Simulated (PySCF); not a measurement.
ClTl. Atoms are numbered in the order given.

```xyz
2

Tl     0.0000     0.0000    -0.4393
Cl     0.0000     0.0000     2.0929
```

Geometry optimised at B3LYP-D3(BJ)/def2-TZVP. The def2 effective core potentials stand for the cores of Tl; spin–orbit coupling is left out.

Computed with PBE/def2-TZVPD run with PySCF.

The molecule is in vacuum.

Computed frontier levels, gap, dipole moment and polarisability:
```
Property                                                                                                        Value
---------------------------------------------------------------------------------------------  ----------------------
highest occupied level                                                                                       -6.49 eV
lowest empty level                                                                                           -2.50 eV
orbital gap                                                                                                   3.99 eV
dipole moment                                                                                                  4.55 D
quadrupole, principal values (traceless, Buckingham form, about the centre of nuclear charge)  -10.41, 5.20, 5.20 D·Å
mean static polarisability                                                                       56.8 bohr³ (8.41 Å³)
polarisability, principal values                                                               44.1, 44.1, 82.0 bohr³
```
